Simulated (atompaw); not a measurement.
## Pseudopotential generation for Mo: PAW (atompaw), LDA (PW92), scalar-relativistic.

The input file (atompaw 4.2.0.5):

```
Mo 42
LDA-PW scalarrelativistic loggrid 1500 logderivrange -7 5 301
5 5 4 0 0 0
5 0 0
5 1 1
4 2 5
0 0 0
c
c
c
v
v
c
c
v
v
c
v
2
2.10 1.65 1.40 1.80
n
n
y
0.3
n
custom polynom2 7 10 vanderbiltortho besselshape
3 1 troulliermartins
1.35
2.10
1.70
2.10
2.10
2.10
PWSCFOUT
UPFDX 0.0125d0 UPFXMIN -7.d0 UPFZMESH 42.d0
END
```

Command:

```bash
atompaw < Mo.input > Mo.log
```

The program printed (summary file):

```
Completed calculations for Mo (AE)

 Exchange-correlation type: LDA, Perdew-Wang correlation

 Radial integration grid is logarithmic
 r0 =   2.0453037E-04 h =   8.5902757E-03   n =      1500 rmax =   8.0000000E+01

 Scalar relativistic calculation

 AEatom converged in  34 iterations
   nz     =  42.00
   delta  =       2.890777570798E-15

 All Electron Orbital energies:
  n  l      occupancy      energy
  1  0      2.0000000E+00 -1.4550177E+03
  2  0      2.0000000E+00 -2.0563119E+02
  3  0      2.0000000E+00 -3.5039692E+01
  4  0      2.0000000E+00 -4.8345521E+00
  5  0      0.0000000E+00 -3.8465101E-01
  2  1      6.0000000E+00 -1.8397974E+02
  3  1      6.0000000E+00 -2.7944935E+01
  4  1      6.0000000E+00 -2.9363797E+00
  5  1      1.0000000E+00 -1.3909270E-01
  3  2      1.0000000E+01 -1.6362332E+01
  4  2      5.0000000E+00 -3.8209219E-01

 Total energy
   Total                    :    -8088.60038569607968

 ---
 Completed calculations for Mo (SC)

 Exchange-correlation type: LDA, Perdew-Wang correlation

 Radial integration grid is logarithmic
 r0 =   2.0453037E-04 h =   8.5902757E-03   n =      1500 rmax =   8.0000000E+01

 Scalar relativistic calculation

 SCatom converged in   4 iterations
   nz     =  42.00
   delta  =       4.399746838227E-16

 Valence Electron Orbital energies:
  n  l      occupancy      energy
   4  0      2.0000000E+00 -4.8345521E+00
   5  0      0.0000000E+00 -3.8465101E-01
   4  1      6.0000000E+00 -2.9363797E+00
   5  1      1.0000000E+00 -1.3909270E-01
   4  2      5.0000000E+00 -3.8209219E-01

 Total energy
   Total                    :    -8088.60038570723191
   Valence                  :     -354.35530213190941

 PAW parameters:
       lmax =            2
         rc =    2.1132896227255777
        irc =         1077
   rc_shape =    1.6614517351398801
    rc_vloc =    1.4112201659089740
    rc_core =    1.8105028958801881
   Vloc: Norm-conserving Troullier-Martins with l= 3;e=   1.0000E+00
   Projector type: improved polynomial pseudization + Vanderbilt ortho.
   Bessel compensation charge shape zeroed at   1.6615E+00

 Number of basis functions     6
 No.   n  nodes  l      Energy         Cp coeff         Occ
  1    4    3    0   -0.4834552E+01  0.2815815E+00  0.2000000E+01
  2    5    4    0   -0.3846510E+00  0.8822915E+01  0.0000000E+00
  3    4    2    1   -0.2936380E+01  0.1120183E+01  0.6000000E+01
  4    5    3    1   -0.1390927E+00  0.4555802E+02  0.1000000E+01
  5    4    1    2   -0.3820922E+00  0.2122940E+02  0.5000000E+01
  6  999    2    2    0.3000000E+00  0.1437377E+01  0.0000000E+00

 Eigenvalues of overlap operator (in the basis of projectors):
    1        2.50567003E-01
    2        4.81928166E-01
    3        1.07159844E+00
    4        8.13577122E+01
    5        1.44694166E+03
    6        3.08594267E+03

 Orbital leakage outside PAW augmentation regions
   orb  is_core?  %out_of_sphere
   1 0    T           0.00
   2 0    T           0.00
   3 0    T           0.00
   4 0    F           1.60
   5 0    F          88.80
   2 1    T          -0.00
   3 1    T           0.00
   4 1    F           4.56
   5 1    F          96.71
   3 2    T           0.00
   4 2    F          34.68

 Summary of PAW energies
   Total valence energy     :   -354.35522179537270
   Smooth energy            :     36.97202736935381
   One center               :   -391.32724916472654
   Smooth kinetic           :     36.14506912887427
   Vloc energy              :    -28.68265159262931
   Smooth exch-corr         :    -13.70515004625624
   One-center xc            :   -224.61593183738992
```

The run took about 4.1 s on one core of a shared server CPU.
